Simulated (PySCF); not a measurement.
Excitations are Tamm–Dancoff values on a coarser integration grid. The basis has no diffuse functions, so Rydberg states are missing or too high.

Z-matrix (Å, degrees):
```
Ge
H 1 1.5327
H 1 1.5393 2 111.14
H 1 1.5393 2 111.16 3 121.07
C 1 2.0191 2 109.04 3 -119.45
O 5 1.2017 1 123.11 2 0.40
H 5 1.1151 6 119.91 1 -179.99
```
Charge 0, spin multiplicity 1.

Estimate the S1–T1 gap (TDA), brightest of the four lowest singlets (TDA), total energy, HOMO–LUMO gap, T1 excitation (TDA), S1 excitation (TDA), HOMO and S1 oscillator strength that M06-2X/def2-TZVP // B3LYP-D3(BJ)/def2-TZVP (PySCF) returns for this input.


```
Property                                           Result
-------------------------------------------  ------------
S1–T1 gap (TDA)                                   0.57 eV
brightest of the four lowest singlets (TDA)       7.08 eV
total energy                                 -59666.15 eV
HOMO–LUMO gap                                     8.04 eV
T1 excitation (TDA)                               2.57 eV
S1 excitation (TDA)                               3.13 eV
HOMO                                             -8.42 eV
S1 oscillator strength                              0.002
```
